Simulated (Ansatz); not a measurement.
`[SiH3]O[Si]O[SiH3]` + `[F][SnH2][F]` → `[SiH]O[SiH3]` + `[F][SnH]([F])[O][SiH3]`  (redistribution)

Calculated with Ansatz (gas phase, PBE0-D4/def2-TZVP geometries, no zero-point term in ΔE). CCSD(T)/CBS is the MP2 limit (def2-TZVPP, def2-QZVPP) plus CCSD(T) − MP2 in def2-TZVPP, frozen cores. Functionals use def2-TZVPP. B3LYP here is the variant with VWN-RPA as its local correlation; programs differ in this. HSE06 is defined as in plane-wave codes. Elements past krypton have def2 core potentials. For Sn outer-core shells are correlated without core-valence functions, which leaves a few kJ/mol of doubt a bond. One conformer a species, not always the lowest.

```
             level  ΔE (kJ/mol)  difference from CCSD(T)/CBS
       LDA (SPW92)        152.9                         21.4
            PBE-D4        140.0                          8.5
         revPBE-D4        137.5                          6.0
           BLYP-D4        140.4                          8.9
         r2SCAN-D4        144.8                         13.3
            B97M-V        141.5                         10.0
           PBE0-D4        142.2                         10.7
          B3LYP-D4        142.9                         11.4
        r2SCANh-D4        145.7                         14.2
        r2SCAN0-D4        146.7                         15.2
          HSE06-D4        142.0                         10.5
          BHLYP-D4        143.4                         11.9
      CAM-B3LYP-D4        145.2                         13.7
           ωB97X-V        137.6                          6.1
           ωB97M-V        142.8                         11.3
            B2PLYP        140.5                          9.0
          PBE-QIDH        140.8                          9.3
               PBE        140.4                          8.9
            revPBE        137.2                          5.7
              BLYP        141.2                          9.7
            r2SCAN        144.7                         13.2
              PBE0        142.6                         11.1
           r2SCANh        145.6                         14.1
           r2SCAN0        146.7                         15.2
             HSE06        142.5                         11.0
         CAM-B3LYP        145.6                         14.1
           LC-ωPBE        140.5                          9.0
RPA@PBE/def2-TZVPP        129.3                         -2.2
       HF/def2-SVP        135.0                          3.5
      MP2/def2-SVP        126.7                         -4.8
  CCSD(T)/def2-SVP        124.9                         -6.6
     HF/def2-TZVPP        138.0                          6.5
    MP2/def2-TZVPP        138.3                          6.8
   CCSD/def2-TZVPP        135.5                          4.0
     HF/def2-QZVPP        137.8                          6.3
    MP2/def2-QZVPP        136.3                          4.8
SCS-MP2/def2-QZVPP        133.1                          1.6
      HF/CBS(def2)        137.7                          6.2
     MP2/CBS(def2)        134.8                          3.3
    CCSD/CBS(def2)        132.0                          0.5
       CCSD(T)/CBS        131.5                            0
```

Largest T1 diagnostic among the species: 0.014.

Leaving LDA and LC-ωPBE aside and taking each functional with its dispersion term where it has one, the values spread over 9.3 kJ/mol, from revPBE-D4 to r2SCAN0-D4. LDA lies +12.5 kJ/mol from PBE without D4. At CCSD(T), def2-SVP lies −6.6 kJ/mol from the extrapolated value and def2-TZVPP +3.5 kJ/mol. From BLYP to BHLYP (50 % exact exchange), in def2-TZVPP and without D4, ΔE moves by +3.6 kJ/mol.
